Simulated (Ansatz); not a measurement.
Relaxation of Na₂₁⁻ with RKS PBE/def2-SVP.

```sh
$ ansatz run in.yaml --threads 2 --pin off --events-out ev --progress --plain --max-ram 32768MiB --backend cuda --devices 0, --max-vram 18GiB
```

```yaml
crystal:
  periodic: [false, false, false]
  atoms:
    - {symbol: Na, position_ang: [3.781900, -0.791100, 0.329800]}
    - {symbol: Na, position_ang: [4.807000, 5.222900, 0.175600]}
    - {symbol: Na, position_ang: [3.091700, 11.682600, 0.449200]}
    - {symbol: Na, position_ang: [-3.143800, 10.476100, 3.107600]}
    - {symbol: Na, position_ang: [5.636400, 2.024600, 0.084900]}
    - {symbol: Na, position_ang: [0.000000, 0.000000, 0.000000]}
    - {symbol: Na, position_ang: [-0.995700, 3.258400, 0.300300]}
    - {symbol: Na, position_ang: [1.434700, -3.359400, 0.695900]}
    - {symbol: Na, position_ang: [3.808900, 8.267300, 0.448500]}
    - {symbol: Na, position_ang: [0.533100, 9.040000, 0.260200]}
    - {symbol: Na, position_ang: [-5.399100, -1.843700, -0.095700]}
    - {symbol: Na, position_ang: [-6.336100, 1.482700, 0.229300]}
    - {symbol: Na, position_ang: [-2.184100, 6.706200, 0.323600]}
    - {symbol: Na, position_ang: [-4.349300, 3.867800, 0.319000]}
    - {symbol: Na, position_ang: [1.332700, 5.772500, 0.373900]}
    - {symbol: Na, position_ang: [-5.715000, 6.858700, 0.046400]}
    - {symbol: Na, position_ang: [-2.274300, 10.329300, 0.108700]}
    - {symbol: Na, position_ang: [-5.192000, 7.859600, 3.132400]}
    - {symbol: Na, position_ang: [-1.951100, -2.911000, 0.252900]}
    - {symbol: Na, position_ang: [-3.142200, 0.733600, 0.304000]}
    - {symbol: Na, position_ang: [2.261800, 2.359200, -0.006400]}
basis:
  gaussian: {orbitals: def2-SVP}
total_charge: -1
hamiltonian: {xc: pbe}
scf: {lower_state_search: "off"}
output: {orbitals: {seedname: orbitals}}
relax: {f_tol: 0.03, max_steps: 70}
```

Hardware: 2 threads of AMD EPYC 7R13 on a shared host and a share (18 GiB) of an NVIDIA H100 80GB HBM3. Wall time 3.6 min, peak host memory 1 GiB.

Positions (Å) and forces (eV/Å) at steps 1, 2, 3, 4, 5, 6, 7, 9, 10, 13, 14, 15, 16 of 44:

```xyz
21
step=1 energy=-92645.9352 eV
Na    3.782   -0.791    0.330   -0.117   -0.116    0.002
Na    4.807    5.223    0.176    0.127   -0.098   -0.006
Na    3.092   11.683    0.449   -0.069   -0.069   -0.020
Na   -3.144   10.476    3.108    0.009    0.030    0.170
Na    5.636    2.025    0.085    0.144    0.048   -0.015
Na    0.000    0.000    0.000    0.153   -0.245    0.021
Na   -0.996    3.258    0.300    0.002    0.072   -0.021
Na    1.435   -3.359    0.696    0.074    0.036   -0.007
Na    3.809    8.267    0.449    0.083    0.173    0.016
Na    0.533    9.040    0.260    0.137    0.068    0.049
Na   -5.399   -1.844   -0.096   -0.016   -0.079    0.000
Na   -6.336    1.483    0.229   -0.283   -0.185   -0.001
Na   -2.184    6.706    0.324   -0.031    0.106   -0.005
Na   -4.349    3.868    0.319    0.080    0.172    0.041
Na    1.333    5.772    0.374    0.024   -0.028    0.004
Na   -5.715    6.859    0.046   -0.021    0.114   -0.053
Na   -2.274   10.329    0.109   -0.201    0.051   -0.163
Na   -5.192    7.860    3.132   -0.003   -0.013   -0.005
Na   -1.951   -2.911    0.253   -0.147    0.045   -0.015
Na   -3.142    0.734    0.304   -0.098   -0.186    0.002
Na    2.262    2.359   -0.006    0.155    0.105    0.007
21
step=2 energy=-92646.0981 eV
Na    3.787   -0.820    0.322   -0.101   -0.089    0.001
Na    4.898    5.229    0.183    0.098   -0.071   -0.002
Na    3.078   11.718    0.442   -0.060   -0.063   -0.017
Na   -3.136   10.519    3.159    0.022    0.027    0.141
Na    5.724    2.011    0.078    0.115    0.031   -0.012
Na    0.026   -0.053    0.016    0.124   -0.175    0.025
Na   -0.995    3.253    0.268    0.002    0.031   -0.023
Na    1.435   -3.391    0.683    0.059    0.034   -0.008
Na    3.857    8.321    0.452    0.061    0.138    0.010
Na    0.533    9.090    0.292    0.104    0.071    0.046
Na   -5.463   -1.928   -0.086   -0.014   -0.070    0.002
Na   -6.432    1.405    0.242   -0.209   -0.135    0.000
Na   -2.184    6.742    0.310   -0.017    0.082   -0.005
Na   -4.394    3.871    0.333    0.053    0.110    0.038
Na    1.380    5.793    0.372    0.014   -0.025    0.001
Na   -5.709    6.923    0.012   -0.010    0.096   -0.048
Na   -2.353   10.357    0.100   -0.164    0.019   -0.130
Na   -5.185    7.896    3.113   -0.001   -0.010   -0.011
Na   -1.994   -2.939    0.248   -0.127    0.046   -0.013
Na   -3.204    0.666    0.296   -0.053   -0.126   -0.004
Na    2.336    2.375    0.006    0.105    0.081    0.009
21
step=3 energy=-92646.3026 eV
Na    3.751   -0.865    0.312   -0.043   -0.031   -0.002
Na    5.026    5.220    0.193    0.055   -0.018    0.004
Na    3.031   11.740    0.424   -0.036   -0.027   -0.012
Na   -3.082   10.553    3.268    0.042    0.010    0.065
Na    5.860    1.989    0.066    0.067    0.000   -0.007
Na    0.103   -0.142    0.059    0.060   -0.068    0.023
Na   -0.988    3.226    0.215    0.006   -0.009   -0.018
Na    1.442   -3.414    0.666    0.020    0.001   -0.006
Na    3.930    8.409    0.456    0.034    0.062    0.003
Na    0.536    9.179    0.358    0.022    0.064    0.037
Na   -5.543   -2.044   -0.076   -0.028   -0.048    0.004
Na   -6.587    1.289    0.254   -0.088   -0.068    0.001
Na   -2.176    6.804    0.292    0.003    0.039   -0.007
Na   -4.434    3.891    0.379    0.004    0.031    0.032
Na    1.430    5.809    0.369    0.009    0.002   -0.002
Na   -5.688    7.045   -0.062    0.003    0.063   -0.045
Na   -2.531   10.349    0.046   -0.099   -0.032   -0.039
Na   -5.163    7.927    3.076    0.008    0.007   -0.022
Na   -2.086   -2.930    0.238   -0.067    0.028   -0.008
Na   -3.269    0.580    0.276   -0.023   -0.042   -0.007
Na    2.441    2.421    0.030    0.052    0.036    0.008
21
step=4 energy=-92646.4050 eV
Na    3.725   -0.887    0.304   -0.006    0.001   -0.003
Na    5.122    5.227    0.209    0.030   -0.007    0.006
Na    2.984   11.757    0.404   -0.014    0.003   -0.009
Na   -2.970   10.558    3.364    0.055   -0.005    0.028
Na    5.966    1.970    0.054    0.042   -0.003   -0.003
Na    0.160   -0.195    0.112    0.016   -0.007    0.015
Na   -0.977    3.187    0.173    0.008   -0.012   -0.009
Na    1.439   -3.441    0.649   -0.003   -0.019   -0.005
Na    3.970    8.478    0.455    0.008    0.023   -0.001
Na    0.506    9.275    0.440   -0.021    0.037    0.033
Na   -5.622   -2.133   -0.062   -0.039   -0.022    0.004
Na   -6.688    1.199    0.266   -0.036   -0.039    0.003
Na   -2.155    6.819    0.269    0.015    0.005   -0.012
Na   -4.478    3.898    0.440   -0.006    0.010    0.025
Na    1.463    5.839    0.359    0.003    0.007   -0.005
Na   -5.650    7.150   -0.165    0.005    0.037   -0.049
Na   -2.708   10.266    0.037   -0.071   -0.061    0.017
Na   -5.122    7.974    3.002    0.016    0.026   -0.034
Na   -2.165   -2.903    0.227   -0.014    0.014   -0.004
Na   -3.317    0.536    0.253   -0.008    0.000   -0.004
Na    2.522    2.461    0.051    0.018    0.012    0.006
21
step=5 energy=-92646.4731 eV
Na    3.718   -0.888    0.299    0.005    0.012   -0.002
Na    5.176    5.229    0.225    0.012   -0.010    0.006
Na    2.951   11.775    0.387   -0.006    0.012   -0.007
Na   -2.835   10.545    3.442    0.065   -0.015    0.017
Na    6.041    1.962    0.050    0.040   -0.004    0.000
Na    0.187   -0.206    0.147    0.005    0.014    0.009
Na   -0.964    3.163    0.154    0.010   -0.006   -0.002
Na    1.431   -3.464    0.632   -0.011   -0.016   -0.006
Na    3.972    8.516    0.451   -0.006    0.006   -0.002
Na    0.457    9.341    0.516   -0.036    0.016    0.036
Na   -5.687   -2.177   -0.049   -0.040    0.005    0.004
Na   -6.747    1.144    0.279   -0.023   -0.025    0.005
Na   -2.131    6.796    0.238    0.022   -0.017   -0.014
Na   -4.508    3.906    0.489   -0.003    0.004    0.020
Na    1.477    5.860    0.345    0.003    0.007   -0.007
Na   -5.622    7.212   -0.274   -0.001    0.024   -0.056
Na   -2.857   10.146    0.081   -0.071   -0.070    0.040
Na   -5.077    8.044    2.903    0.021    0.042   -0.043
Na   -2.200   -2.876    0.219    0.017    0.010    0.000
Na   -3.345    0.528    0.243   -0.002    0.010   -0.001
Na    2.567    2.482    0.064    0.003    0.001    0.004
21
step=6 energy=-92646.5398 eV
Na    3.722   -0.876    0.296    0.009    0.014   -0.002
Na    5.202    5.215    0.239   -0.006   -0.009    0.006
Na    2.922   11.786    0.373   -0.012    0.007   -0.005
Na   -2.687   10.510    3.501    0.069   -0.027    0.008
Na    6.114    1.954    0.049    0.037   -0.011    0.001
Na    0.207   -0.193    0.168    0.006    0.015    0.006
Na   -0.948    3.152    0.151    0.008    0.002    0.003
Na    1.424   -3.478    0.616   -0.011   -0.006   -0.008
Na    3.953    8.532    0.446   -0.013   -0.005   -0.004
Na    0.395    9.377    0.596   -0.034    0.002    0.040
Na   -5.741   -2.177   -0.038   -0.025    0.024    0.005
Na   -6.796    1.113    0.294   -0.025   -0.009    0.006
Na   -2.105    6.755    0.205    0.020   -0.032   -0.012
Na   -4.524    3.916    0.529    0.000    0.008    0.017
Na    1.484    5.872    0.331    0.006    0.009   -0.006
Na   -5.616    7.250   -0.386   -0.001    0.017   -0.055
Na   -2.994   10.019    0.140   -0.077   -0.055    0.039
Na   -5.041    8.125    2.802    0.021    0.045   -0.043
Na   -2.199   -2.845    0.216    0.023    0.008    0.002
Na   -3.361    0.538    0.244   -0.001    0.005    0.002
Na    2.595    2.490    0.071    0.005   -0.002    0.002
21
step=7 energy=-92646.6012 eV
Na    3.736   -0.858    0.293    0.014    0.011   -0.001
Na    5.197    5.189    0.252   -0.014   -0.005    0.005
Na    2.878   11.783    0.364   -0.022   -0.002   -0.001
Na   -2.524   10.444    3.535    0.061   -0.039   -0.003
Na    6.194    1.936    0.051    0.027   -0.016    0.002
Na    0.229   -0.170    0.181    0.005    0.012    0.004
Na   -0.930    3.155    0.159    0.004    0.004    0.006
Na    1.418   -3.477    0.596   -0.006    0.003   -0.009
Na    3.921    8.529    0.438   -0.013   -0.010   -0.004
Na    0.326    9.384    0.688   -0.028   -0.007    0.037
Na   -5.778   -2.131   -0.025   -0.002    0.027    0.006
Na   -6.850    1.113    0.310   -0.023    0.011    0.007
Na   -2.080    6.697    0.177    0.008   -0.024   -0.006
Na   -4.530    3.935    0.567    0.000    0.011    0.015
Na    1.492    5.882    0.316    0.006    0.007   -0.005
Na   -5.613    7.280   -0.504    0.002    0.006   -0.047
Na   -3.147    9.911    0.193   -0.051   -0.020    0.010
Na   -5.010    8.206    2.706    0.008    0.022   -0.020
Na   -2.176   -2.816    0.218    0.012    0.006    0.001
Na   -3.369    0.553    0.252   -0.002    0.001    0.003
Na    2.622    2.491    0.074    0.013    0.000    0.000
21
step=9 energy=-92646.6695 eV
Na    3.799   -0.828    0.284    0.010    0.002   -0.001
Na    5.161    5.150    0.279   -0.007   -0.002    0.003
Na    2.716   11.741    0.374   -0.026   -0.007    0.004
Na   -2.259   10.167    3.516    0.007   -0.052   -0.005
Na    6.314    1.886    0.067    0.008   -0.006    0.004
Na    0.267   -0.117    0.201    0.000    0.006    0.001
Na   -0.908    3.178    0.203   -0.002    0.008    0.008
Na    1.419   -3.437    0.541    0.000    0.008   -0.008
Na    3.854    8.506    0.420   -0.006   -0.002   -0.002
Na    0.219    9.313    0.835    0.003   -0.019    0.002
Na   -5.778   -1.988    0.017    0.003    0.021    0.006
Na   -6.943    1.213    0.359   -0.006    0.016    0.007
Na   -2.078    6.646    0.159   -0.008    0.002    0.007
Na   -4.534    4.008    0.669    0.002    0.018    0.017
Na    1.488    5.883    0.287   -0.004   -0.001   -0.003
Na   -5.577    7.310   -0.715    0.011    0.003   -0.023
Na   -3.319    9.866    0.154   -0.006    0.010   -0.016
Na   -4.988    8.209    2.611    0.011   -0.020   -0.007
Na   -2.153   -2.765    0.223    0.001    0.007    0.001
Na   -3.379    0.604    0.283    0.004    0.008    0.007
Na    2.685    2.491    0.072    0.004    0.001   -0.001
21
step=10 energy=-92646.6970 eV
Na    3.826   -0.820    0.278    0.008    0.002   -0.001
Na    5.145    5.142    0.290   -0.007   -0.001    0.002
Na    2.631   11.721    0.385   -0.022   -0.005    0.003
Na   -2.213    9.981    3.503    0.003   -0.047    0.002
Na    6.343    1.873    0.081    0.005   -0.007    0.004
Na    0.272   -0.092    0.207    0.001    0.009    0.001
Na   -0.912    3.206    0.231    0.001    0.008    0.008
Na    1.419   -3.411    0.510    0.001    0.008   -0.008
Na    3.834    8.501    0.414   -0.002   -0.003   -0.001
Na    0.206    9.255    0.846    0.002   -0.013   -0.009
Na   -5.774   -1.916    0.040    0.004    0.020    0.006
Na   -6.959    1.272    0.389   -0.004    0.016    0.008
Na   -2.092    6.649    0.177   -0.002    0.002    0.010
Na   -4.533    4.066    0.738   -0.001    0.018    0.020
Na    1.477    5.878    0.275   -0.003   -0.003   -0.003
Na   -5.538    7.326   -0.806    0.008    0.000   -0.029
Na   -3.348    9.875    0.112    0.000    0.016   -0.015
Na   -4.954    8.129    2.563    0.007   -0.037   -0.006
Na   -2.153   -2.734    0.225   -0.001    0.006    0.001
Na   -3.371    0.644    0.310    0.002    0.009    0.008
Na    2.698    2.494    0.070    0.001    0.000   -0.001
21
step=13 energy=-92646.7791 eV
Na    3.892   -0.807    0.260    0.004   -0.001   -0.002
Na    5.089    5.126    0.301   -0.003   -0.002   -0.001
Na    2.479   11.703    0.410   -0.003    0.001    0.002
Na   -2.168    9.408    3.488    0.001   -0.052   -0.008
Na    6.384    1.811    0.120    0.001   -0.003    0.003
Na    0.272   -0.003    0.222   -0.003   -0.004    0.002
Na   -0.908    3.298    0.332   -0.006    0.006    0.008
Na    1.414   -3.320    0.424   -0.002    0.008   -0.007
Na    3.808    8.499    0.399   -0.004    0.001   -0.001
Na    0.180    9.186    0.748   -0.001    0.001   -0.014
Na   -5.754   -1.697    0.112   -0.001    0.015    0.006
Na   -7.003    1.458    0.492   -0.004    0.015    0.009
Na   -2.088    6.664    0.260   -0.009    0.009    0.004
Na   -4.537    4.221    0.927    0.004    0.004    0.004
Na    1.458    5.874    0.239    0.002    0.008   -0.001
Na   -5.371    7.329   -1.126    0.031    0.005   -0.008
Na   -3.416    9.933    0.079   -0.015   -0.021    0.009
Na   -4.919    7.733    2.430   -0.005   -0.013   -0.017
Na   -2.170   -2.641    0.236    0.000    0.010    0.001
Na   -3.351    0.767    0.415    0.003    0.011    0.008
Na    2.713    2.495    0.073    0.008    0.003    0.001
21
step=14 energy=-92646.7986 eV
Na    3.907   -0.808    0.253   -0.002    0.002   -0.002
Na    5.080    5.123    0.299    0.001    0.003   -0.001
Na    2.471   11.711    0.416    0.002    0.003    0.002
Na   -2.154    9.214    3.470    0.008   -0.050   -0.006
Na    6.392    1.799    0.130    0.003    0.001    0.002
Na    0.267    0.002    0.232    0.006    0.016    0.003
Na   -0.914    3.321    0.361    0.012    0.006    0.004
Na    1.409   -3.297    0.397   -0.001    0.000   -0.006
Na    3.800    8.505    0.395    0.000    0.004   -0.001
Na    0.172    9.194    0.697   -0.003    0.008   -0.014
Na   -5.757   -1.637    0.136   -0.002    0.015    0.006
Na   -7.018    1.513    0.526   -0.001    0.012    0.008
Na   -2.095    6.676    0.275    0.013   -0.007    0.006
Na   -4.526    4.239    0.942    0.001    0.002    0.001
Na    1.461    5.893    0.235   -0.005   -0.006    0.000
Na   -5.283    7.327   -1.185    0.004   -0.019   -0.030
Na   -3.458    9.895    0.106    0.002    0.020    0.011
Na   -4.955    7.670    2.387   -0.023   -0.011    0.005
Na   -2.176   -2.608    0.242   -0.004    0.005    0.002
Na   -3.344    0.802    0.447    0.000    0.004    0.006
Na    2.728    2.502    0.079   -0.009   -0.003    0.003
21
step=15 energy=-92646.8172 eV
Na    3.907   -0.804    0.247    0.001    0.000   -0.002
Na    5.077    5.130    0.295   -0.001    0.000   -0.001
Na    2.480   11.724    0.422    0.003    0.004    0.001
Na   -2.130    9.022    3.450    0.006   -0.052   -0.007
Na    6.395    1.798    0.139   -0.001    0.002    0.002
Na    0.276    0.031    0.243   -0.003   -0.005    0.003
Na   -0.893    3.339    0.380   -0.006   -0.005    0.004
Na    1.401   -3.288    0.373   -0.003    0.004   -0.006
Na    3.798    8.516    0.391   -0.002   -0.002   -0.001
Na    0.167    9.216    0.644   -0.003    0.005   -0.015
Na   -5.766   -1.585    0.160   -0.005    0.011    0.006
Na   -7.027    1.558    0.558   -0.002    0.012    0.008
Na   -2.080    6.669    0.293   -0.008    0.011    0.002
Na   -4.515    4.250    0.946    0.004    0.003    0.000
Na    1.456    5.891    0.238    0.009    0.010    0.004
Na   -5.234    7.287   -1.260    0.022   -0.002   -0.007
Na   -3.478    9.910    0.143   -0.008   -0.016    0.008
Na   -5.023    7.633    2.371   -0.015   -0.002   -0.009
Na   -2.184   -2.584    0.248    0.001    0.008    0.001
Na   -3.340    0.823    0.471    0.004    0.009    0.006
Na    2.720    2.501    0.090    0.008    0.006    0.003
21
step=16 energy=-92646.8341 eV
Na    3.908   -0.800    0.240   -0.003    0.002   -0.002
Na    5.078    5.136    0.292    0.003    0.001   -0.001
Na    2.492   11.736    0.426    0.004    0.002    0.001
Na   -2.105    8.826    3.429    0.004   -0.050   -0.008
Na    6.397    1.803    0.146    0.001    0.002    0.001
Na    0.276    0.036    0.255    0.006    0.003    0.003
Na   -0.894    3.336    0.392    0.007    0.014    0.002
Na    1.392   -3.281    0.350   -0.002    0.001   -0.005
Na    3.794    8.521    0.388    0.000    0.006    0.000
Na    0.158    9.237    0.590   -0.003    0.005   -0.012
Na   -5.779   -1.541    0.184   -0.004    0.011    0.006
Na   -7.033    1.602    0.588    0.000    0.010    0.007
Na   -2.085    6.680    0.300    0.004   -0.007   -0.005
Na   -4.504    4.263    0.948    0.005    0.006    0.001
Na    1.468    5.910    0.253   -0.010   -0.002    0.007
Na   -5.176    7.265   -1.310    0.014   -0.005   -0.010
Na   -3.500    9.889    0.173   -0.007   -0.006    0.009
Na   -5.087    7.613    2.349   -0.012    0.000   -0.004
Na   -2.189   -2.559    0.253   -0.001    0.005    0.001
Na   -3.333    0.847    0.493   -0.003    0.002    0.004
Na    2.729    2.515    0.102   -0.003   -0.001    0.003
```

The restricted singlet is unstable towards broken spin symmetry in Hartree–Fock (as tested in another run); at PBE/def2-SVP this wasn't settled. Another isomer (singlet) lies 1.18 eV lower at PBE0/def2-TZVP; other spin states weren't run for this one.
